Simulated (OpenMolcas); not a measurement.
**Cr2+: effect of the active space**

```json
{"Program": "OpenMolcas", "Method": "SS-CASPT2 or its RAS form, IPEA 0.25 Eh, imaginary shift 0.1 Eh", "Basis": "ANO-RCC-VTZP", "Scalar Hamiltonian": "DKH2, point nucleus", "Spin-orbit coupling": "RASSI with atomic mean-field integrals over the reference wave functions, term energies averaged over their components"}
```

A. 4 electrons in 5 orbitals (3d); 2S+1 = 5 even, 5 roots; 2S+1 = 3 even, 45 roots; 2S+1 = 1 even, 50 roots; closed shells correlated: 3s 3p; CASPT2 step about 21 core-seconds
B. 4 electrons in 6 orbitals (3d 4s); 2S+1 = 5 even, 15 roots; 2S+1 = 3 even, 90 roots; 2S+1 = 1 even, 77 roots; closed shells correlated: 3s 3p; CASPT2 step about 60 core-seconds
C. 10 electrons in 8 orbitals (RAS1 3p, at most 2 holes; RAS2 3d); 2S+1 = 5 even, 5 roots; 2S+1 = 3 even, 45 roots; 2S+1 = 1 even, 44 roots; closed shells correlated: 3s; CASPT2 step roughly 70 core-seconds
D. 4 electrons in 9 orbitals (RAS2 3d 4s; RAS3 4p, at most 2 electrons); 2S+1 = 5 even, 15 roots; 2S+1 = 3 even, 90 roots kept (CI in the orbitals of an earlier block); 2S+1 = 1 even, 84 roots kept (CI in the orbitals of an earlier block); 2S+1 = 5 odd, 30 roots (21 in the spin-orbit step); 2S+1 = 3 odd, 65 roots kept (CI in the orbitals of an earlier block, 5 in the spin-orbit step); 2S+1 = 1 odd, 33 roots kept (CI in the orbitals of an earlier block, 0 in the spin-orbit step); closed shells correlated: 3s 3p; CASPT2 step about 2.9 core-minutes
E. 4 electrons in 10 orbitals (3d 4d); 2S+1 = 5 even, 5 roots; 2S+1 = 3 even, 45 roots; 2S+1 = 1 even, 44 roots; closed shells correlated: 3s 3p; CASPT2 step of the order of 19 core-minutes

Energies in eV above 3d⁴ ⁵D₀, the measured ground level; measured values from Sugar and Corliss, J. Phys. Chem. Ref. Data 6, 317 (1977).

| Level | A | B | C | D | E | Measured |
| --- | --- | --- | --- | --- | --- | --- |
| 3d⁴ ⁵D₀ | 0.0000 | 0.0000 | 0.0000 | 0.0000 | 0.0000 | 0.0000 |
| 3d⁴ ⁵D₁ | 0.0082 | 0.0088 | 0.0085 | 0.0088 | 0.0083 | 0.0077 |
| 3d⁴ ⁵D₂ | 0.0242 | 0.0260 | 0.0253 | 0.0261 | 0.0246 | 0.0227 |
| 3d⁴ ⁵D₃ | 0.0474 | 0.0509 | 0.0495 | 0.0510 | 0.0484 | 0.0442 |
| 3d⁴ ⁵D₄ | 0.0773 | 0.0828 | 0.0807 | 0.0830 | 0.0790 | 0.0714 |
| 3d⁴ ³P₀(1) | 2.082 | 2.114 | 2.123 | 2.087 | 2.140 | 2.0794 |
| 3d⁴ ³P₁(1) | 2.130 | 2.165 | 2.173 | 2.141 | 2.189 | 2.1286 |
| 3d⁴ ³H₄ | 2.174 | 2.205 | 2.187 | 2.200 | 2.216 | 2.1417 |
| 3d⁴ ³H₅ | 2.191 | 2.223 | 2.205 | 2.220 | 2.235 | 2.1569 |
| 3d⁴ ³H₆ | 2.210 | 2.244 | 2.225 | 2.241 | 2.257 | 2.1735 |
| 3d⁴ ³P₂(1) | 2.217 | 2.256 | 2.264 | 2.236 | 2.277 | 2.2133 |
| 3d⁴ ³F₂(1) | 2.319 | 2.349 | 2.357 | 2.332 | 2.368 | 2.2877 |
| 3d⁴ ³F₃(1) | 2.326 | 2.356 | 2.366 | 2.340 | 2.376 | 2.2951 |
| 3d⁴ ³F₄(1) | 2.336 | 2.366 | 2.378 | 2.350 | 2.388 | 2.3040 |
| 3d⁴ ³G₃ | 2.629 | 2.646 | 2.660 | 2.611 | 2.664 | 2.5669 |
| 3d⁴ ³G₄ | 2.650 | 2.667 | 2.681 | 2.634 | 2.687 | 2.5854 |
| 3d⁴ ³G₅ | 2.669 | 2.687 | 2.701 | 2.654 | 2.708 | 2.6032 |
| 3d⁴ ¹G₄(1) | 3.225 | 3.236 | 3.255 | 3.190 | 3.303 | 3.1168 |
| 3d⁴ ³D₃ | 3.276 | 3.271 | 3.335 | 3.215 | 3.312 | 3.1897 |
| 3d⁴ ³D₂ | 3.283 | 3.278 | 3.342 | 3.222 | 3.318 | 3.1964 |
| 3d⁴ ¹I₆ | 3.286 | 3.298 | 3.283 | 3.310 | 3.370 | 3.2254 |
| 3d⁴ ³D₁ | 3.290 | 3.285 | 3.349 | 3.230 | 3.324 | 3.2048 |
| 3d⁴ ¹F₃ | 4.685 | 4.686 | 4.727 | 4.623 | 4.759 | 4.5881 |
| 3d⁴ ³F₄(2) | 5.580 | 5.528 | 5.568 | 5.419 | 5.597 | 5.3669 |

Deviations, from unrounded energies. A percentage is the sum of absolute deviations over the sum of measured energies, with the sign that they share, or ± where signs differ.

```
                        Against measurement  Levels     A      B      C      D     E
             mean absolute deviation (cm-1)      23   400    510    620    300   730
      fine structure of the ground term (%)       4  +7.6  +15.3  +12.3  +15.6  +9.8
other terms of the ground configuration (%)      19  +2.1   +2.7   +3.3   +1.6  +3.9
```

D lies closest to measurement on these levels and E furthest from it. The largest miss of D in the table is 3d⁴ ¹I₆, by +680 cm-1. The ranking rests on the paired levels alone, and a cruder setting can come out closer through cancelling errors.

The spin-orbit steps hold different terms of 3d⁴ (B lacks a ¹S; C lacks a ¹D, a ¹S; D lacks a ¹S; E lacks a ¹D, a ¹S), which shifts levels as well.

The two smallest mean deviations differ by little beside CASPT2's spread within terms, so their order carries little weight.

Among A to E the level of the table that moves most is 3d⁴ ³F₄(2), by 1400 cm-1 (lowest in D, highest in E). Moves below CASPT2's spread within the term are not significant.

Term energies are means over components that CASPT2 splits; among the terms shown or strongly mixed into the levels shown the widest spread is 560 cm-1 (3d⁴ ¹G(1), D). Over all roots computed the reference weight is 0.86 to 0.95 in D; the roots of lowest weight are the least certain, and an intruder state may touch them. The CASPT2 spread within a term exceeds the gap to the next term for 3d⁴ ³D and 3d⁴ ¹I, so the order of their levels is uncertain (figures for A; the like holds for C, D, E). Configurations are named by rounded mean occupations; where the s occupation lies near a half they are strongly mixed, a name can repeat and a true partner stay unpaired (holds for B). Active for correlation alone: 3p; no level in the range computed is led by a configuration that opens it, so any true level of that kind is missing (holds for C). Some high roots are left out of the spin-orbit mixing, which shifts the levels that they would mix with (holds for D). Terms from blocks run as CI alone lack orbitals of their own (holds for D). Active for correlation alone: 4d; no level in the range computed is led by a configuration that fills it, so any true level of that kind is missing (holds for E). Measured partners are found by configuration, term and J. A level has none where our copy of the source lacks it or the pairing is in doubt (some pairs that miss far off the trend of their configuration count as doubtful), and it then counts in no deviation. Levels of configurations outside the active space are missing. The table leaves out levels that lie high or whose names do not pair safely across all columns.

A number in round brackets counts repeated terms of one configuration in the order of the reference energies.
